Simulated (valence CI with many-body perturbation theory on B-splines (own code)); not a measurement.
**E1 line list for Ho³³⁺**

Calculated by configuration interaction combined with many-body perturbation theory (CI+MBPT): six valence electrons over a frozen Dirac-Fock core [Ar] 3d10, a basis of 9 s, 9 p, 8 d, 6 f, 3 g, 1 h functions for each j, with the one-electron correlation potential Σ1 (screened to all orders), the two-electron term Σ2, the three-electron term Σ3, Breit, model QED; selected single and double excitations, second order for the rest, scaled by the run's own slope (own B-spline code, finite nucleus).

The last digits are not significant, and no measured levels were compared; by estimate large intervals hold to a few tenths of a per cent, small ones and those within an open d or f shell to about a per cent. Among the levels kept, up to 640 cm⁻¹ of a level comes from second order outside the variational space, and about a tenth of that is noise between levels of different J, which matters for small intervals.

Lines 51 to 90 of 90 in falling wavelength, among levels below 1760300 cm⁻¹, chosen from the strongest by gf and those to the six lowest levels. Wavelengths and rates use the calculated energies. Electric multipoles are in the length gauge, E1 and E2 with the static RPA response of the core. Weak lines are less certain than strong ones. Lines between different terms over intervals too small for the method are left out, as are lines whose strength nearly cancels. The highest levels of a list are the least certain.

Levels are named by their leading jj configuration (3d3/2^4 stands for four electrons in 3d with j = 3/2), which in mixed levels can hold well under half, so a name can repeat and another be missing. Letters in brackets count levels of one name in rising energy.

| λ vac (Å) | Upper | Lower | A (s⁻¹) | log gf | Branch % |
| --- | --- | --- | --- | --- | --- |
| 83.27 | (4s^2 4p1/2 4p3/2^2 4d5/2) J=3 [b] | (4s^2 4p1/2 4p3/2^3) J=2 | 1.76e+09 | -1.89 | 87.5 |
| 83.01 | (4s^2 4p1/2^2 4p3/2 4d5/2) J=2 | (4s^2 4p1/2^2 4p3/2^2) J=2 | 2.06e+11 | 0.03 | 96.4 |
| 82.68 | (4s^2 4p1/2 4p3/2^2 4d5/2) J=2 [a] | (4s^2 4p1/2 4p3/2^3) J=1 | 2.01e+09 | -1.99 | 22.7 |
| 82.33 | (4s^2 4p1/2^2 4p3/2 4d5/2) J=1 | (4s^2 4p1/2^2 4p3/2^2) J=0 | 2.24e+11 | -0.17 | 94.9 |
| 82.02 | (4s^2 4p1/2 4p3/2^2 4d3/2) J=1 [c] | (4s^2 4p1/2 4p3/2^3) J=1 | 8.05e+10 | -0.61 | 9.1 |
| 81.73 | (4s^2 4p1/2 4p3/2^2 4d5/2) J=2 [b] | (4s^2 4p1/2 4p3/2^3) J=2 | 1.30e+11 | -0.19 | 38.3 |
| 81.43 | (4s^2 4p1/2^2 4p3/2 4d5/2) J=3 | (4s^2 4p1/2^2 4p3/2^2) J=2 | 2.43e+11 | 0.23 | 100.0 |
| 81.16 | (4s^2 4p1/2 4p3/2^2 4d5/2) J=0 | (4s^2 4p1/2 4p3/2^3) J=1 | 3.05e+11 | -0.52 | 100.0 |
| 81.05 | (4s^2 4p1/2 4p3/2^2 4d3/2) J=1 [d] | (4s^2 4p1/2 4p3/2^3) J=2 | 4.79e+10 | -0.85 | 6.6 |
| 79.86 | (4s^2 4p1/2 4p3/2^2 4d5/2) J=3 [c] | (4s^2 4p1/2 4p3/2^3) J=2 | 3.32e+11 | 0.35 | 86.7 |
| 79.67 | (4s^2 4p1/2 4p3/2^2 4d5/2) J=2 [b] | (4s^2 4p1/2 4p3/2^3) J=1 | 1.49e+11 | -0.15 | 43.7 |
| 79.02 | (4s^2 4p1/2 4p3/2^2 4d3/2) J=1 [d] | (4s^2 4p1/2 4p3/2^3) J=1 | 2.04e+11 | -0.24 | 28.0 |
| 78.44 | (4s^2 4p1/2^2 4p3/2 4d5/2) J=1 | (4s^2 4p1/2^2 4p3/2^2) J=2 | 5.83e+09 | -1.79 | 2.5 |
| 78.43 | (4s^2 4p1/2 4p3/2^2 4d5/2) J=1 [b] | (4s^2 4p1/2 4p3/2^3) J=2 | 6.33e+11 | 0.24 | 84.9 |
| 77.96 | (4s^2 4p1/2 4p3/2^2 4d5/2) J=2 [c] | (4s^2 4p1/2 4p3/2^3) J=2 | 2.98e+11 | 0.13 | 38.0 |
| 76.53 | (4s^2 4p1/2 4p3/2^2 4d5/2) J=1 [b] | (4s^2 4p1/2 4p3/2^3) J=1 | 5.90e+10 | -0.81 | 7.9 |
| 76.08 | (4s^2 4p1/2 4p3/2^2 4d5/2) J=2 [c] | (4s^2 4p1/2 4p3/2^3) J=1 | 4.56e+11 | 0.30 | 58.1 |
| 72.95 | (4s^2 4p1/2 4p3/2^2 4d3/2) J=1 [a] | (4s^2 4p1/2^2 4p3/2^2) J=0 | 8.45e+09 | -1.69 | 49.4 |
| 69.89 | (4s^2 4p1/2 4p3/2^2 4d3/2) J=1 [a] | (4s^2 4p1/2^2 4p3/2^2) J=2 | 7.98e+09 | -1.76 | 46.6 |
| 69.64 | (4s^2 4p1/2 4p3/2^2 4d3/2) J=2 [a] | (4s^2 4p1/2^2 4p3/2^2) J=2 | 5.40e+09 | -1.71 | 85.8 |
| 68.58 | (4s^2 4p1/2 4p3/2^2 4d5/2) J=1 [a] | (4s^2 4p1/2^2 4p3/2^2) J=0 | 4.34e+09 | -2.04 | 9.7 |
| 68.51 | (4s^2 4p1/2 4p3/2^2 4d3/2) J=3 [a] | (4s^2 4p1/2^2 4p3/2^2) J=2 | 8.05e+09 | -1.40 | 96.5 |
| 65.86 | (4s^2 4p1/2 4p3/2^2 4d5/2) J=1 [a] | (4s^2 4p1/2^2 4p3/2^2) J=2 | 1.97e+10 | -1.42 | 44.1 |
| 65.52 | (4s^2 4p1/2 4p3/2^2 4d5/2) J=3 [a] | (4s^2 4p1/2^2 4p3/2^2) J=2 | 1.56e+10 | -1.15 | 98.0 |
| 65.47 | (4s^2 4p1/2 4p3/2^2 4d3/2) J=2 [b] | (4s^2 4p1/2^2 4p3/2^2) J=2 | 5.45e+10 | -0.76 | 98.9 |
| 65.37 | (4s^2 4p1/2 4p3/2^2 4d3/2) J=1 [b] | (4s^2 4p1/2^2 4p3/2^2) J=0 | 3.98e+09 | -2.12 | 0.4 |
| 63.05 | (4s^2 4p1/2 4p3/2^2 4d3/2) J=1 [c] | (4s^2 4p1/2^2 4p3/2^2) J=0 | 7.06e+11 | 0.10 | 79.9 |
| 62.90 | (4s^2 4p1/2 4p3/2^2 4d3/2) J=1 [b] | (4s^2 4p1/2^2 4p3/2^2) J=2 | 9.33e+11 | 0.22 | 98.0 |
| 62.71 | (4s^2 4p1/2 4p3/2^2 4d3/2) J=2 [c] | (4s^2 4p1/2^2 4p3/2^2) J=2 | 9.98e+11 | 0.47 | 98.4 |
| 62.44 | (4s^2 4p1/2 4p3/2^2 4d3/2) J=3 [b] | (4s^2 4p1/2^2 4p3/2^2) J=2 | 1.08e+12 | 0.64 | 99.7 |
| 61.26 | (4s^2 4p1/2 4p3/2^2 4d3/2) J=1 [d] | (4s^2 4p1/2^2 4p3/2^2) J=0 | 3.87e+11 | -0.18 | 53.1 |
| 61.10 | (4s^2 4p1/2 4p3/2^2 4d5/2) J=2 [a] | (4s^2 4p1/2^2 4p3/2^2) J=2 | 5.64e+09 | -1.80 | 63.8 |
| 60.74 | (4s^2 4p1/2 4p3/2^2 4d3/2) J=1 [c] | (4s^2 4p1/2^2 4p3/2^2) J=2 | 9.61e+10 | -0.80 | 10.9 |
| 60.25 | (4s^2 4p1/2 4p3/2^2 4d5/2) J=3 [b] | (4s^2 4p1/2^2 4p3/2^2) J=2 | 2.50e+08 | -3.02 | 12.4 |
| 59.75 | (4s^2 4p1/2 4p3/2^2 4d5/2) J=1 [b] | (4s^2 4p1/2^2 4p3/2^2) J=0 | 3.77e+10 | -1.22 | 5.1 |
| 59.44 | (4s^2 4p1/2 4p3/2^2 4d5/2) J=2 [b] | (4s^2 4p1/2^2 4p3/2^2) J=2 | 6.11e+10 | -0.79 | 18.0 |
| 59.08 | (4s^2 4p1/2 4p3/2^2 4d3/2) J=1 [d] | (4s^2 4p1/2^2 4p3/2^2) J=2 | 8.74e+10 | -0.86 | 12.0 |
| 58.45 | (4s^2 4p1/2 4p3/2^2 4d5/2) J=3 [c] | (4s^2 4p1/2^2 4p3/2^2) J=2 | 5.10e+10 | -0.74 | 13.3 |
| 57.67 | (4s^2 4p1/2 4p3/2^2 4d5/2) J=1 [b] | (4s^2 4p1/2^2 4p3/2^2) J=2 | 8.96e+09 | -1.87 | 1.2 |
| 57.42 | (4s^2 4p1/2 4p3/2^2 4d5/2) J=2 [c] | (4s^2 4p1/2^2 4p3/2^2) J=2 | 3.11e+10 | -1.11 | 4.0 |

Problem. How does gf follow from A for the line at 79.86 Å?

Solution. gf = 1.4992 × (2J+1)_upper × A / σ², with σ = 1252215 cm⁻¹ and 2J+1 = 7: gf = 2.22.
